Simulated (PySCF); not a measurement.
## Two-component Hartree-Fock for Zr²¹⁺ (zirconium, charge +21)

Start: [Ar] 3d1; 3d5/2 filled at m_j = +5/2. Calculated with PySCF 2.14 in an uncontracted even-tempered set (16 s from 2.5 bohr⁻², ratio 2.8; 12 p from 3.2 bohr⁻², ratio 2.8; 8 d from 3.2 bohr⁻², ratio 2.8; 3 f from 9.7 bohr⁻², ratio 3): generalised Hartree-Fock with the X2C-1e Hamiltonian and a Gaussian nucleus; one run each with spin-orbit coupling (SO) screened by Boettger's factors, then bare. This is a chosen level, not necessarily the ground level.

```tsv
spinor shell	electrons	ε, screened SO (eV)	ε, bare SO (eV)	weight of nominal j (bare SO)	rms radius, bare SO (bohr)
1s1/2	2	-18932.5	-18932.4	1.000	0.0426
2s1/2	2	-3403.3	-3403.3	1.000	0.175
2p1/2	2	-3180.0	-3183.4	1.000	0.152
2p3/2	4	-3093.5	-3092.1	1.000	0.156
3s1/2	2	-1140.4	-1140.4	1.000	0.443
3p1/2	2	-1052.2	-1052.9	0.986	0.435
3p3/2	4	-1035.7	-1035.4	0.993	0.443
3d5/2	1	-920.20	-919.73	1.000	0.400
```

```tsv
quantity	screened SO	bare SO
E (hartree)	-3339.46321	-3339.48473
M_J	5/2	5/2
⟨J²⟩	8.752	8.752
⟨L²⟩	6.006	6.006
⟨S²⟩	0.754	0.755
```

Each row is a mean over spinors that exchange with the open shell spreads, by up to 13.837 eV (3p3/2).

Breit and QED terms are absent; they matter most for the inner s and p1/2 levels.

Densities and radii are taken from the X2C orbitals without a picture-change correction, which distorts them close to the nucleus.
